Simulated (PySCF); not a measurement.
Vertical excitations of a molecule C₄H₆F₂ from PySCF with TDA-LC-ωPBE/def2-SVPD, as energy in eV (oscillator strength): 9.29 (0.003), 9.42 (0.029), 9.44 (0.000), 9.69 (0.031), 9.79 (0.002), 9.90 (0.030), 10.11 (0.000), 10.26 (0.000), 10.29 (0.006), 10.48 (0.000). Lowest triplet (TDA): 8.79 eV. Geometry: PBE0-D3(BJ)/def2-SVP. One conformer was computed; it need not be the lowest.

### Question
Pick the molecule that these values belong to.
A. C=CC(C)(F)F
B. F[C@H]1C[C@@H](F)C1
C. CC/C(F)=C/F
D. C[C@@H]1CC1(F)F

### Answer
B, F[C@H]1C[C@@H](F)C1
